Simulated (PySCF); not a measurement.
A structure optimised at PBE-D3(BJ)/def2-SVP, used in a PySCF frequency run:

```xyz
3

Ga     0.0000     0.0000     0.8038
Br     0.0000    -2.0395    -0.3559
Br     0.0000     2.0395    -0.3559
```
Charge 0, spin multiplicity 2.

Question: Write its SMILES, formula and point group.

Answer: [Br][Ga][Br], Br2Ga, C2v

Question: What are its rotational constants (standard atomic weights)?

Answer: 7.7410, 0.76030, 0.69230 GHz
